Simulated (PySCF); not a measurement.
# CaB at ROHF-CCSD

Level: ROHF-CCSD. Ca def2-SVP, B def2-SVP; no relativity (PySCF 2.14).

- state: doublet, unpaired electrons π ↑
- bond length: 2.775 Å
- harmonic wavenumber: 248 cm⁻¹
- force constant: 0.312 mdyn/Å
- rotational constant Be: 0.2537 cm⁻¹
- anharmonicity ωexe: 5.75 cm⁻¹
- vibration–rotation constant αe: 0.00536 cm⁻¹
- well depth De to Ca + B: 7.1 kcal/mol
- dissociation energy D0: 6.8 kcal/mol

Correlated steps freeze 6 core orbitals. The bond is weak. Basis-set superposition, not corrected here, can be much of De in a small basis, most of all at correlated wavefunction levels. The CCSD T1 diagnostic is raised, a sign that a single reference may not be enough here. The state was picked by a PBE0 search and need not be the measured ground state.
